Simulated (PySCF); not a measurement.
Job file and geometry (Å, from GFN2-xTB) of a spin–spin coupling run on `B/C=C(/F)C=C`, C4H6BF, B3LYP/pcJ-1 indirect spin-spin coupling, non-relativistic, gas phase (PySCF 2.14.0, density-fitted response routines); density fitting, a coarse starting grid and PySCF grid level 2 are the driver's defaults:

```
$ OMP_NUM_THREADS=1 python probes_run.py task.json out

{"job": {"kind": "j", "xc": "B3LYP", "basis": "pcJ-1"}, "charge": 0, "multiplicity": 1}
B      1.817536     0.343283     1.278364
C      1.168955     0.869636    -0.005416
C      0.015400     0.450424    -0.561788
F     -0.387933     1.050175    -1.709307
C     -0.883299    -0.580397    -0.096692
C     -2.004549    -0.915256    -0.731165
H      1.332113    -0.513448     1.908115
H      2.826638     0.814318     1.634601
H      1.660177     1.665300    -0.555373
H     -0.584462    -1.071864     0.814798
H     -2.305110    -0.424802    -1.642587
H     -2.654267    -1.688055    -0.359576
```

Problem. What does the program print?

Solution. 
```
coarse grid: 10240 points
cycle   1  E = -280.5696875647  dE =  5.760e-01  |g| = 5.925e-01  |ddm| = 2.922e+00
cycle   2  E = -280.4808339995  dE =  8.885e-02  |g| = 8.907e-01  |ddm| = 9.966e-01
cycle   3  E = -280.6383932187  dE = -1.576e-01  |g| = 1.316e-01  |ddm| = 6.249e-01
cycle   4  E = -280.6423771759  dE = -3.984e-03  |g| = 5.611e-02  |ddm| = 1.511e-01
cycle   5  E = -280.6430955789  dE = -7.184e-04  |g| = 2.011e-02  |ddm| = 5.454e-02
cycle   6  E = -280.6431762012  dE = -8.062e-05  |g| = 4.585e-03  |ddm| = 1.802e-02
cycle   7  E = -280.6431803495  dE = -4.148e-06  |g| = 1.719e-03  |ddm| = 4.161e-03
final grid: 99880 points
cycle   8  E = -280.6922956226  dE = -1.225e-04  |g| = 6.455e-03  |ddm| = 2.392e-02
cycle   9  E = -280.6922823197  dE =  1.330e-05  |g| = 1.006e-02  |ddm| = 1.197e-02
cycle  10  E = -280.6923047085  dE = -2.239e-05  |g| = 1.560e-03  |ddm| = 7.783e-03
cycle  11  E = -280.6923051953  dE = -4.867e-07  |g| = 5.468e-04  |ddm| = 1.436e-03
cycle  12  E = -280.6923052637  dE = -6.849e-08  |g| = 2.229e-04  |ddm| = 5.309e-04
cycle  13  E = -280.6923052767  dE = -1.298e-08  |g| = 3.310e-05  |ddm| = 1.838e-04
cycle  14  E = -280.6923052769  dE = -2.184e-10  |g| = 1.359e-05  |ddm| = 3.179e-05
converged SCF energy = -280.6923052769

Indirect spin-spin couplings (Hz)
  i      j    bonds     total        FC       PSO       DSO        SD
  0 B    1 C    1     65.523    67.942    -2.600     0.178     0.002
  0 B    2 C    2      7.212     6.010     0.294    -0.018     0.926
  0 B    3 F    3     31.486    15.795     9.739    -0.436     6.388
  0 B    4 C    3      2.719     2.989    -0.070     0.012    -0.213
  0 B    5 C    4      1.036     0.521     0.095    -0.072     0.492
  0 B    6 H    1    127.367   128.022    -1.612     0.439     0.518
  0 B    7 H    1    133.784   134.371    -1.540     0.377     0.576
  0 B    8 H    2     -1.643    -0.890    -0.210    -0.485    -0.057
  0 B    9 H    4      0.264     0.494    -0.444     0.284    -0.071
  0 B   10 H    5      0.201     0.197     0.307    -0.321     0.018
  1 C    2 C    1     74.322    82.407    -8.339     0.254         -
  1 C    3 F    2      2.164    17.784   -22.971    -0.220     7.571
  1 C    4 C    2      8.632     8.570     0.092    -0.030         -
  1 C    5 C    3      3.865     3.154     0.807    -0.095         -
  1 C    6 H    2      3.880     4.470    -0.445    -0.144         -
  1 C    7 H    2      4.125     4.675    -0.426    -0.124         -
  1 C    8 H    1    147.668   146.305     0.557     0.806         -
  1 C    9 H    3      0.972     1.213    -0.237    -0.004         -
  1 C   10 H    4     -0.956    -1.024     0.412    -0.344         -
  2 C    3 F    1   -355.640  -324.335   -31.625     0.845    -0.525
  2 C    4 C    1     68.151    71.366    -3.506     0.291         -
  2 C    5 C    2     -2.470    -2.935     0.484    -0.019         -
  2 C    6 H    3      1.395     1.526    -0.198     0.067         -
  2 C    7 H    3     10.026    10.036     0.269    -0.279         -
  2 C    8 H    2    -10.551    -8.952    -1.412    -0.187         -
  2 C    9 H    2     12.727    13.358    -0.575    -0.056         -
  2 C   10 H    3      8.836     8.888    -0.049    -0.003         -
  2 C   11 H    3     12.427    12.436     0.429    -0.438         -
  3 F    4 C    2     22.293    27.686    -7.490    -0.099     2.196
  3 F    5 C    3      5.290     8.937    -0.626    -0.001    -3.020
  3 F    6 H    4      0.337    -0.951     2.147    -1.145     0.286
  3 F    7 H    4      3.430     1.544     2.710    -1.030     0.206
  3 F    8 H    3     30.823    37.286    -5.324     0.130    -1.270
  3 F    9 H    3     24.552    26.979    -0.435    -2.200     0.208
  3 F   10 H    4      2.872     2.929    -1.380     1.193     0.129
  3 F   11 H    4      2.792     2.925     1.609    -1.495    -0.247
  4 C    5 C    1     76.206    85.806    -9.762     0.163         -
  4 C    6 H    4      1.760     1.765    -0.212     0.207         -
  4 C    7 H    4      0.780     0.800     0.178    -0.197         -
  4 C    8 H    3      6.613     6.668     0.424    -0.479         -
  4 C    9 H    1    169.758   168.707     0.151     0.900         -
  4 C   10 H    2     -3.664    -1.814    -1.395    -0.454         -
  4 C   11 H    2      0.648     2.400    -1.259    -0.492         -
  5 C    6 H    5     -0.308    -0.301     0.138    -0.145         -
  5 C    7 H    5     -0.276    -0.253     0.214    -0.237         -
  5 C    8 H    4      1.061     0.987     0.456    -0.382         -
  5 C    9 H    2     -1.350     0.353    -1.166    -0.537         -
  5 C   10 H    1    167.812   167.212    -0.021     0.621         -
  5 C   11 H    1    168.724   168.082     0.103     0.539         -
  6 H    7 H    2      2.833     3.010     1.974    -2.151         -
  6 H    8 H    3     10.421    10.676     1.961    -2.216         -
  6 H    9 H    5     -0.359    -0.558    -2.231     2.429         -
  6 H   10 H    6      0.510     0.596     0.810    -0.896         -
  6 H   11 H    6      0.376     0.419     0.305    -0.348         -
  7 H    8 H    3      7.927     8.041     0.164    -0.279         -
  7 H   10 H    6      0.293     0.377     0.821    -0.905         -
  7 H   11 H    6      0.194     0.271     0.715    -0.791         -
  8 H    9 H    4     -0.245    -0.109     1.662    -1.797         -
  8 H   10 H    5      0.796     0.906     1.072    -1.182         -
  8 H   11 H    5      1.690     1.776     1.343    -1.430         -
  9 H   10 H    3     18.503    19.014     2.741    -3.252         -
  9 H   11 H    3     12.428    12.823     0.300    -0.695         -
 10 H   11 H    2     -0.207    -0.419     3.733    -3.520         -
```

Size and cost of the density-fitted run: 222 basis functions, 28 s wall time on 1 thread of an Arm Neoverse V2, shared host; peak memory 0.92 GiB.
